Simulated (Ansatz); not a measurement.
Basis sets compared for the cluster Sn₄Te₉⁻. Charge -1, multiplicity 2. Geometry r2SCAN-D4/def2-SVP. Ansatz on 2 threads of AMD EPYC 7R13 on a shared host and a share (18 GiB) of an NVIDIA H100 80GB HBM3; times are rough, and most runs start from earlier orbitals.

```xyz
13

Sn    6.213    2.148   -2.639
Sn   -5.855   -0.164    0.405
Sn    0.795   -0.596    0.485
Sn   -2.232   -1.671   -2.082
Te    4.373    0.398   -1.432
Te    2.573    1.798    0.382
Te    2.807    0.956    3.090
Te    6.409   -0.218   -3.895
Te   -1.592    0.692   -0.649
Te   -5.279   -1.741    2.790
Te   -4.892   -2.076   -1.559
Te    0.099    0.319    3.155
Te   -3.421    0.156    1.949
```

In the def2 sets Sn, Te take a core potential; there is no spin–orbit coupling. Single mean-field runs in def2-TZVP are fitted with def2-universal-jkfit. Another isomer (doublet) lies 0.70 eV lower at PBE0-D4/def2-TZVP; other spin states weren't run for this one.

| level | functions | energy (Eh) | HOMO (eV) | LUMO (eV) | wall time |
| --- | --- | --- | --- | --- | --- |
| PBE-D4/def2-SVP | 338 | -3269.9818 | -2.05 | -1.76 | 4.2 s |
| PBE0-D4/def2-SVP | 338 | -3270.1328 | -2.92 | -1.41 | 7.5 s |

Problem. Estimate the rows for PBE-D4/def2-TZVP (with forces), PBE0-D4/def2-TZVP.

Solution. 
| level | functions | energy (Eh) | HOMO (eV) | LUMO (eV) | wall time |
| --- | --- | --- | --- | --- | --- |
| PBE-D4/def2-TZVP (with forces) | 650 | -3270.1015 | -2.15 | -1.85 | 7 s |
| PBE0-D4/def2-TZVP | 650 | -3270.2458 | -2.98 | -1.43 | 6.5 s |
